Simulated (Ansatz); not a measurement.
`[AlH2][O]C[SiH2][SiH3]` + `[NH2][AlH2]` → `[NH2][AlH][AlH2]` + `OC[SiH2][SiH3]`  (formal exchange of groups at the Al–O bond)

Computed with Ansatz on PBE0-D4/def2-TZVP structures; ΔE is electronic, products minus reactants. CCSD(T)/CBS is the MP2 limit (def2-TZVPP, def2-QZVPP) plus CCSD(T) − MP2 in def2-TZVPP, frozen cores. This one scheme is used for every species. DFT in def2-TZVPP. One conformer a species, not always the lowest.

`[AlH2][O]C[SiH2][SiH3]`:

Cartesian coordinates in Å:
```
Al 0.271 3.266 0.241
O 0.962 1.723 0.213
C 0.648 0.534 -0.468
Si -0.069 -0.746 0.736
Si -0.631 -2.737 -0.364
H 0.932 4.302 1.227
H -0.960 3.555 -0.713
H -0.069 0.702 -1.285
H 1.556 0.128 -0.931
H -1.290 -0.162 1.363
H 0.915 -1.024 1.817
H -1.202 -3.723 0.593
H 0.574 -3.341 -0.998
H -1.636 -2.478 -1.431
```

`[NH2][AlH2]`:

```xyz
6

N    -0.144   -0.495    0.784
Al    0.127    0.437   -0.692
H    -0.060   -0.130    1.719
H    -0.406   -1.467    0.811
H     0.534    1.960   -0.542
H    -0.052   -0.305   -2.079
```

`[NH2][AlH][AlH2]`:

Z-matrix (Å, degrees):
```
N
Al 1 1.774
H 1 1.008 2 125.1
H 1 1.008 2 124.7 3 179.8
Al 2 2.596 1 116.7 3 179.7
H 2 1.593 1 114.9 3 -0.2
H 5 1.596 2 123.4 1 -175.3
H 5 1.598 2 120.9 1 4.6
```

`OC[SiH2][SiH3]`:

```xyz
12

O    -0.133   -2.003    1.805
C     0.448   -1.213    0.778
Si   -0.599    0.308    0.337
Si    0.325    1.519   -1.442
H    -1.005   -2.284    1.518
H     1.420   -0.884    1.156
H     0.653   -1.809   -0.123
H    -0.750    1.184    1.531
H    -1.959   -0.174   -0.047
H    -0.530    2.687   -1.781
H     0.447    0.654   -2.648
H     1.683    2.013   -1.084
```

```csv
level,ΔE (kJ/mol)
r2SCAN-D4,142.6
ωB97X-V,141.4
ωB97M-V,152.0
B2PLYP,149.1
PBE0,123.1
HF/def2-QZVPP,151.6
SCS-MP2/def2-QZVPP,153.2
MP2/CBS(def2),154.3
```

(1) What does CCSD(T)/CBS give? (Best estimate.)

Largest T1 diagnostic among the species: 0.014.

Results:

(1) Computed: +140.7 kJ/mol. The listed levels differ from it by 1.9, 0.7, 11.3, 8.4, -17.6, 10.9, 12.5, 13.6 kJ/mol.

The D4 term adds +4.6 kJ/mol with B3LYP and +2.5 kJ/mol with PBE0; it sums over pairs of atoms, weighted by their polarisabilities, and B3LYP, whose exchange is more repulsive, gets the larger term. From PBE to PBE0 (25 % exact exchange), in def2-TZVPP and without D4, ΔE moves by +3.3 kJ/mol.

B3LYP here is the variant with VWN-RPA as its local correlation; programs differ in this.
